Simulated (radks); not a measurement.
The numbers below are computed, except where a source is named.
Task: Nd XVII, 44 electrons, occupied as [Kr] 4d8 (the NIST ground configuration). Code: a radial shooting solver on a logarithmic mesh with Libxc functionals. Model: scalar-relativistic Kohn-Sham, exchange-only LDA, spin-polarised, spherical densities, point nucleus; open shells are filled with parallel spins first (spin-orbit coupling, left out, can overturn this in heavy ions). Some entries of the table are withheld. Estimate them.

orbital,occ.,eigenvalue (eV),<r> (bohr)
1s up,1,-43716.41,0.02365
1s down,1,-43716.36,0.02365
2s up,1,-7370.797,0.1010
2s down,1,-7369.612,0.1010
2p up,3,-6629.737,0.08883
2p down,3,-6628.771,0.08882
3s up,1,-1874.333,0.2662
3s down,1,-1873.514,0.2662
3p up,3,-1640.628,0.2642
3p down,3,-1639.757,0.2641
3d up,5,-1316.410,0.2411
3d down,5,-1315.296,0.2411
4s up,1,-634.1054,0.5882
4s down,1,-630.9105,0.5883
4p up,3,-554.4212,0.6145
4p down,3,-551.2577,0.6147
4d up,5,(1),0.6469
4d down,3,(2),0.6476
5s up,0,-299.8207,1.134
5s down,0,-298.2545,1.137
5p up,0,-269.6589,1.201
5p down,0,-268.2526,1.205

Result: 
(1) 4d up eigenvalue (eV): -440.6730
(2) 4d down eigenvalue (eV): -437.5687
